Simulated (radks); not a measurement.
Question: Valence configurations of Cu II (all share [Ar]). All-electron calculation, non-relativistic Kohn-Sham, LDA (Slater exchange, Perdew-Wang correlation), spin-polarised, spherical densities, point nucleus; open shells are filled with parallel spins first. Program: a radial shooting solver on a logarithmic mesh with Libxc functionals. Order these by energy: 3d8 4s2; 3d8 4s1 4p1; 3d8 4p2; 3d6 4p4; 3d9 4s1; 3d7 4s2 4p1; 3d9.5 4s0.5; 3d10; 3d9 4p1; 3d7 4p3.

Answer: From the lowest, in eV above it: 3d10 0.000; 3d9.5 4s0.5 1.376; 3d9 4s1 3.348; 3d9 4p1 9.265; 3d8 4s2 10.959; 3d8 4s1 4p1 16.227; 3d8 4p2 22.951; 3d7 4s2 4p1 29.345; 3d7 4p3 41.926; 3d6 4p4 69.695. NIST lists [Ar] 3d10 as the ground configuration; this level of theory agrees among the configurations tried. The energies are those of spherical high-spin densities, not of single terms.
